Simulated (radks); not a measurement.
Q: Species: Zr II. Configuration: [Kr] 4d2 5p1 (not the ground configuration). Calculated with a radial shooting solver on a logarithmic mesh with Libxc functionals: non-relativistic Kohn-Sham, PBE, spin-polarised, spherical densities, point nucleus; open shells are filled with parallel spins first (spin-orbit coupling, left out, can overturn this in heavy ions); relativity is left out, which matters for an element this heavy. Some entries of the table are withheld. Estimate them.

| orbital | occ. | eigenvalue (eV) | <1/r> (bohr^-1) | <r^2> (bohr^2) |
|---|---|---|---|---|
| 1s up | 1 | -17428.37 | 39.49 | 0.001948 |
| 1s down | 1 | -17428.37 | 39.49 | 0.001948 |
| 2s up | 1 | -2384.199 | 8.862 | 0.03294 |
| 2s down | 1 | -2384.024 | 8.863 | 0.03294 |
| 2p up | 3 | -2185.650 | 8.852 | 0.02518 |
| 2p down | 3 | -2185.519 | 8.852 | 0.02518 |
| 3s up | 1 | -395.8611 | 3.034 | 0.2531 |
| 3s down | 1 | -395.7663 | 3.034 | 0.2531 |
| 3p up | 3 | -321.3026 | 2.937 | 0.2540 |
| 3p down | 3 | -321.1928 | 2.937 | 0.2540 |
| 3d up | 5 | -185.4636 | 2.742 | 0.2463 |
| 3d down | 5 | -185.2960 | 2.742 | 0.2461 |
| 4s up | 1 | -60.3085 | (1) | (2) |
| 4s down | 1 | -59.1229 | (3) | (4) |
| 4p up | 3 | -40.3885 | 0.9654 | 2.180 |
| 4p down | 3 | -39.0453 | 0.9732 | 2.153 |
| 4d up | 2 | (5) | 0.6446 | 5.130 |
| 4d down | 0 | (6) | 0.6532 | 4.987 |
| 5p up | 1 | -7.1725 | 0.3042 | 19.69 |

A: 
(1) 4s up <1/r> (bohr^-1): 1.083
(2) 4s up <r^2> (bohr^2): 1.751
(3) 4s down <1/r> (bohr^-1): 1.090
(4) 4s down <r^2> (bohr^2): 1.732
(5) 4d up eigenvalue (eV): -11.8216
(6) 4d down eigenvalue (eV): -10.1557
